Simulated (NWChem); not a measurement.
**Relativistic effects in BI2**

SMILES: I[B]I
```xyz
3

I      1.9059     0.0000     0.0412
B      0.0000     0.0000    -0.8724
I     -1.9059     0.0000     0.0412
```
Charge 0, spin multiplicity 2.

The numbers come from NWChem runs, not from measurements. The geometry was optimised at UB3LYP/def2-SVP with def2 effective core potentials on I, a minimum by its harmonic frequencies.

Functional PBE, all-electron basis x2c-SVPall-2c, contracted for the X2C Hamiltonian and used here with ZORA. The ion keeps the geometry and has multiplicity 1 in the scalar run; the spin-orbit run starts from the same electron counts.

Costs are rough ratios of processor time within this set of runs, SCF included, with scalar ZORA as 1.

The structure started from a generated list of species. No SCF solution was tested for a lower state.

| Hamiltonian | ΔSCF ionisation energy (eV) | relative cost |
|---|---|---|
| scalar ZORA | 7.70 | 1 |
| spin-orbit ZORA | 7.65 | under 3 |

From scalar ZORA to spin-orbit ZORA the ionisation energy drops by 0.05 eV.
